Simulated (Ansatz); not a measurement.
(1Z)-1,2-difluorobuta-1,3-diene (C4H4F2), SMILES C=C/C(F)=C/F.

The structure is a stationary point at PBE0-D3(BJ)/def2-SVP. Other conformers were not sampled.

Two levels are set side by side: PBE/def2-SVPD (Ansatz, a quantum-chemistry and plane-wave program) and PBE0/def2-SVPD (Ansatz). Energy differences of separate SCF runs at the same geometry; the states with an electron removed or added have multiplicity 2 and 2. Differences are taken from unrounded values.

```json
[
 {"quantity": "vertical ionisation energy (eV)", "PBE": "8.91"},
 {"quantity": "vertical singlet–triplet gap (eV)", "PBE": "3.16"}
]
```

**Question.** These are the PBE values. What does PBE0 give? (The exact figures need the calculation; the answer reports its results.)

**Answer.** 
| quantity | PBE0 | PBE minus PBE0 |
|---|---|---|
| vertical ionisation energy (eV) | 9.03 | -0.12 |
| vertical singlet–triplet gap (eV) | 3.16 | 0.00 |

On these quantities the two levels nearly agree.
